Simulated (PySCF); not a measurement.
# P²⁺ (phosphorus, charge +2) across methods

[Ne] 3s2 3d1, 2D determinant (an excited configuration). Calculation: PySCF 2.14, in dyall-av3z; the spin-free X2C one-electron Hamiltonian (Gaussian nucleus).

```json
{"method": "UHF", "E (hartree)": "-339.95240", "mean ε 3s α (eV)": "-40.608", "mean ε 3s β (eV)": "-39.854", "mean ε 3d α (eV)": "-15.593", "Σ⟨r²⟩ (bohr²)": "19.04", "⟨S²⟩": "0.751"}
{"method": "LDA", "E (hartree)": "-339.2272", "mean ε 3s α (eV)": "-36.227", "mean ε 3s β (eV)": "-35.488", "mean ε 3d α (eV)": "-13.524", "Σ⟨r²⟩ (bohr²)": "17.86", "⟨S²⟩": "0.750"}
{"method": "LC-wPBE", "E (hartree)": "-340.3755", "mean ε 3s α (eV)": "-40.347", "mean ε 3s β (eV)": "-39.657", "mean ε 3d α (eV)": "-16.567", "Σ⟨r²⟩ (bohr²)": "17.64", "⟨S²⟩": "0.751"}
{"method": "CAM-B3LYP", "E (hartree)": "-340.5128", "mean ε 3s α (eV)": "-38.881", "mean ε 3s β (eV)": "-38.255", "mean ε 3d α (eV)": "-15.394", "Σ⟨r²⟩ (bohr²)": "17.93", "⟨S²⟩": "0.751"}
{"method": "PBE", "E (hartree)": "-340.3611", "mean ε 3s α (eV)": "-36.001", "mean ε 3s β (eV)": "-35.285", "mean ε 3d α (eV)": "-13.811", "Σ⟨r²⟩ (bohr²)": "17.72", "⟨S²⟩": "0.751"}
{"method": "TPSSh", "E (hartree)": "-340.5164", "mean ε 3s α (eV)": "-36.592", "mean ε 3s β (eV)": "-35.831", "mean ε 3d α (eV)": "-14.122", "Σ⟨r²⟩ (bohr²)": "17.68", "⟨S²⟩": "0.751"}
{"method": "PBE0", "E (hartree)": "-340.3724", "mean ε 3s α (eV)": "-37.363", "mean ε 3s β (eV)": "-36.676", "mean ε 3d α (eV)": "-14.420", "Σ⟨r²⟩ (bohr²)": "17.91", "⟨S²⟩": "0.751"}
{"method": "r2SCAN", "E (hartree)": "-340.4652", "mean ε 3s α (eV)": "-36.033", "mean ε 3s β (eV)": "-35.569", "mean ε 3d α (eV)": "-13.873", "Σ⟨r²⟩ (bohr²)": "17.71", "⟨S²⟩": "0.752"}
```

(1) Estimate the same row for B3LYP.

The outer electron is Rydberg-like, and this basis confines it to a smaller radius and binds it less than a complete one would.

Answers

(1) E (hartree) = -340.5318; mean ε 3s α (eV) = -37.143; mean ε 3s β (eV) = -36.535; mean ε 3d α (eV) = -14.291; Σ⟨r²⟩ (bohr²) = 17.91; ⟨S²⟩ = 0.751.
